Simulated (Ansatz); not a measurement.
Molecule: sum formula GeOCl2, net charge 0, singlet state. SMILES: [O]=[Ge]([Cl])[Cl]
Geometry: optimised at B3LYP-D3(BJ)/def2-TZVP (Ansatz, a first-principles code).

Wanted: vertical ionisation energy (to the doublet state of charge +1; each state is the SCF solution reached for its spin), in eV. Correlated levels leave the core frozen unless marked. Open shells are spin-unrestricted. Spin-orbit coupling is left out. Frozen are the shells of the preceding noble gas and the d and f shells that filled before the atom's block. No relativistic terms. Basis-set limits of correlation are two-point, X^-3; Hartree-Fock from the larger set. [CCSD(T)-MP2]/basis is that difference in the basis named.

RI-MP2/CBS(def2-TZVPPD,def2-QZVPPD)+[CCSD(T)-MP2]/def2-TZVPPD (Ansatz) gives 11.03 eV.

### Question
Another calculation gave 10.82 eV. Which level was it?
A. BHLYP/def2-TZVPD (Ansatz)
B. B2PLYP/def2-TZVPD (Ansatz)
C. wB97M-V/def2-TZVPD (Ansatz)

### Answer
C, wB97M-V/def2-TZVPD (Ansatz). The others give 10.98 (B2PLYP), 10.44 (BHLYP) eV.
